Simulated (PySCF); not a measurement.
Computed structure and properties of [CeCl2]2+

System: [CeCl2]2+ (singlet); start: template (C2v). Method: PySCF 2.14.0, RKS PBE0, Ce def2-SVP with ECP28, Cl def2-SVP; non-relativistic Hamiltonian with scalar-relativistic core potentials where named; density fitting; no spin-orbit coupling.

Input of the relaxation:

```python
mol = gto.M(atom='''
Ce     0.00000     0.00000    -0.35042
Cl     2.34920    -0.00000     0.70098
Cl    -2.34920     0.00000     0.70098''',
    basis={'Ce': 'def2-SVP', 'Cl': 'def2-SVP'},
    ecp={'Ce': 'def2-SVP'},
    charge=2, spin=0)
mf = dft.RKS(mol, xc='PBE0')
mf.grids.atom_grid = (50, 194)  # f atoms: unpruned, at least (60, 302)
mf = mf.density_fit()  # fitting sets: Ce def2-universal-JKFIT, Cl def2-universal-JKFIT
mf.conv_tol = 1e-08; mf.max_cycle = 55
mf.kernel(dm0)  # dm0: converged density of the start geometry
# quasi-Newton relaxation in Cartesian coordinates to a largest gradient under 0.00045 Eh/bohr, steps kept in the point group
```

Run from Python with OMP_NUM_THREADS=2; the lines above give its settings. Where DIIS fails, smearing, a level shift and second-order steps follow.
It took 22 s on 2 threads of Arm Neoverse V2, with other jobs on the host, from the converged density of the start.

Course of the relaxation:

| step | energy above end (eV) | largest force component within the symmetry (eV/Å) |
| --- | --- | --- |
| 0 | 0.8888 | 2.751 |
| 1 | 0.2175 | 1.658 |
| 2 | 0.0669 | 1.171 |
| 3 | 0.0027 | 0.215 |
| 4 | 0.0001 | 0.025 |
| 5 | 0.0000 | 0.009 |

Relaxed geometry (C2v):

```xyz
3

Ce    0.0000    0.0000   -0.2405
Cl    2.1540    0.0000    0.6460
Cl   -2.1540    0.0000    0.6460
```

```tsv
contact	Å
Ce1–Cl2 (Cl)	2.329
Ce1–Cl3 (Cl)	2.329
```

On the finer grid (75, 302):

```
HOMO                                                          : -20.67 eV
LUMO                                                          : -16.70 eV
Dipole about the centre of mass                               : 2.68 D
Set of Mulliken populations of Ce1 outside the core potential : s 4.07, p 12.10, d 11.28, f 0.95
D3(BJ) dispersion energy (not in the energies)                : -0.070 eV
```

| atom | Mulliken (e) | Löwdin (e) | spin (e) |
| --- | --- | --- | --- |
| Ce1 | 1.58 | 0.98 | 0.00 |
| Cl2 | 0.21 | 0.51 | 0.00 |
| Cl3 | 0.21 | 0.51 | 0.00 |

On the grid (50, 194), as all that follows. Harmonic modes: 1 unstable but soft, so probably a saddle point, though modes this soft are near the noise (counted below −25 cm⁻¹); lowest -36 cm⁻¹ (negative: unstable), highest 459 cm⁻¹, zero-point energy 0.054 eV.

Taking off one Cl (charge -1, singlet; the rest: singlet) in vacuum, both parts rigid, costs 22.28 eV; the small basis without counterpoise inflates it. Most of it is the attraction of opposite charges; other ways to part are cheaper, and one spin state was tried for the rest.

Rigid scan of Cl along the line from its metal:

```tsv
distance to Cl2 (Å)	energy (eV)
2.03	1.352
2.13	0.521
2.23	0.113
2.33	0.000
2.43	0.086
2.53	0.300
2.73	0.918
```

One start shape was tried, so this needn't be the lowest isomer.

No other spin state of this charge was computed.
